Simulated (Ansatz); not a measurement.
Wavefunction ladder for `CCOC(=O)OC`

Cartesian coordinates in Å:
```
C 1.612 1.490 -0.971
C 1.509 -0.014 -0.985
O 0.143 -0.449 -0.950
C -0.411 -0.503 0.255
O 0.128 -0.254 1.301
O -1.675 -0.889 0.110
C -2.402 -1.001 1.327
H 1.229 1.894 -0.032
H 1.052 1.925 -1.801
H 2.658 1.789 -1.069
H 2.042 -0.456 -0.141
H 1.899 -0.432 -1.914
H -2.438 -0.042 1.845
H -1.943 -1.742 1.983
H -3.404 -1.316 1.042
```

The species carries charge 0 and has multiplicity 1. The geometry is a stationary point of PBE0-D4/def2-TZVP. It is one conformer, not always the lowest. Frozen core, restricted reference, Ansatz 0.2.0. CBS rows extrapolate triple and quadruple zeta; past MP2 they add the triple-zeta difference.

| basis | HF (Eh) | MP2 corr. | CCSD corr. | (T) | CCSD(T) total |
| --- | --- | --- | --- | --- | --- |
| def2-TZVPP | -380.89798 | -1.36768 | -1.40408 | -0.05701 | -382.35907 |
| def2-QZVPP | ? | ? | – | – | – |
| CBS(def2) | -380.91781 | ? | ? | as TZ | ? |

Problem. Fill in the withheld values. (Estimate.)

Solution. Computed: def2-QZVPP HF (Eh): -380.91541; def2-QZVPP MP2 corr.: -1.46720; CBS(def2) MP2 corr.: -1.54092; CBS(def2) CCSD corr.: -1.57732; CBS(def2) CCSD(T) total: -382.55214.
